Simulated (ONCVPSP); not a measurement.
# N: one change to an ONCV potential, before and after

ONCVPSP 4.0.1 input, shortened (lines: element, Z, core and valence counts, functional; n l f; lmax; l rc ep ncon nbas qcut; lloc lpopt rc5 dvloc0; l nproj debl; icmod fcfact rcfact), PBE, scalar-relativistic:

```
  N 7.00    1    2        4      upf
    1    0    2.00
    2    0    2.00
    2    1    3.00
    1
    0    0.85    0.00    5   10    6.50
    1    2.00    0.00    5    8    8.70
    4    5    0.85    0.00
    0    2    1.90
    1    2    4.00
    3    5.50    1.25
```

Change: core correction Teter function, fcfact 5.5, rcfact 1.38.

Cutoffs: the cutoffs (Ha) at which the residual kinetic energy of the hardest occupied pseudo-wave falls to 1 and 0.1 mHa per electron; they do not see the model core or the augmentation charge, which bear on the density cutoff. Errors are all-electron minus pseudo energies relative to the spin-unpolarised reference configuration.

Question: What does the change do?

Answer: The potential gets neither clearly harder nor softer (53 Ha and 291 Ha → 53 Ha and 291 Ha); the errors of the 4 common tests hardly move; neither file shows a bound ghost. A model core, the more so a compact one, raises the density cutoff, which this test does not measure.

```tsv
quantity	base	changed
cutoff, loose	53 Ha	53 Ha
cutoff, tight	291 Ha	291 Ha
bound ghosts	none	none
GHOST(+) flags under 300 eV	none	none
error for 2s2 2p2, meV [ΔE 13.59 eV]	+31	+31
error for 2s2 2p1, meV [ΔE 42.44 eV]	+264	+261
error for 2s2 2p0, meV [ΔE 89.53 eV]	+1078	+1056
error for 2s2 2p2.5, meV [ΔE 5.09 eV]	+4.6	+4.7
s: phases at 0.86 bohr within 0.05 rad from the reference energy up to (Ha; the scan ends near 5)	to the end of the scan	to the end of the scan
p: phases at 2.03 bohr within 0.05 rad from the reference energy up to (Ha; the scan ends near 5)	to the end of the scan	to the end of the scan
rms error of d²Exc/dni dnj with the model core, mHa	1.93	1.70
```
